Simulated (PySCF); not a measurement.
**Mayer bond orders and bond lengths**

Compound: C6H9F.
Numbering: `[CH2:1]=[C:2]([CH3:3])/[C:4]([F:5])=[CH:6]/[CH3:7]` (hydrogens: H8, H9 on C1; H10, H11, H12 on C3; H13 on C6; H14, H15, H16 on C7)

Cartesian coordinates in Å at the GFN2-xTB level; atoms count from 1:
```
atom  x, y, z in Å
C1    -1.877    1.396   -0.643
C2    -1.130    0.351   -0.290
C3    -1.708   -1.024   -0.128
C4     0.301    0.505   -0.044
F5     0.759    1.776   -0.215
C6     1.172   -0.437    0.316
C7     2.625   -0.204    0.550
H8    -2.932    1.294   -0.827
H9    -1.461    2.381   -0.757
H10   -2.774   -1.007   -0.339
H11   -1.561   -1.383    0.889
H12   -1.230   -1.725   -0.810
H13    0.819   -1.446    0.452
H14    3.216   -0.837   -0.112
H15    2.885   -0.466    1.576
H16    2.888    0.835    0.373
```

Bond orders from the PBE0/pcSseg-1 density (PySCF). One conformer (not necessarily the lowest) at the GFN2-xTB geometry, without solvent, vibrations or thermal averaging.

(1) Where do the orders between heavy atoms depart from those drawn in the SMILES?

(2) Give the Mayer order of every bond, beside its length.

Answers

(1) The largest departure is 0.277, at C4–C6 (drawn double, 1.723).

(2) 
```tsv
bond	drawn as	length (Å)	Mayer order
C1–C2	double	1.332	1.922
C2–C3	single	1.500	1.058
C2–C4	single	1.459	1.032
C4–F5	single	1.362	0.932
C4–C6	double	1.333	1.723
C6–C7	single	1.490	1.068
C1–H8	single	1.076	0.939
C1–H9	single	1.076	0.937
C3–H10	single	1.086	0.949
C3–H11	single	1.089	0.943
C3–H12	single	1.089	0.943
C6–H13	single	1.078	0.956
C7–H14	single	1.090	0.952
C7–H15	single	1.090	0.952
C7–H16	single	1.087	0.962
```

Bonds between the same two heavy elements. C–C: lowest C2–C4 (1.032, 1.459 Å), highest C1–C2 (1.922, 1.332 Å); in 2 of the 10 pairs the longer bond (by over 0.003 Å) has the higher order (by 0.02 or more).

**Question.** Sum the orders of all bonds at each heavy atom with more than one neighbour and set the sums beside the valence in the SMILES.

**Answer.** C1 3.798 (drawn 4), C2 4.012 (drawn 4), C3 3.893 (drawn 4), C4 3.687 (drawn 4), C6 3.747 (drawn 4), C7 3.934 (drawn 4). Orders between atoms that aren't bonded are not in these sums.

For a closed shell the Mayer order of atoms A and B is Σ (PS)μν (PS)νμ over the basis functions μ on A and ν on B, with P the density and S the overlap matrix.
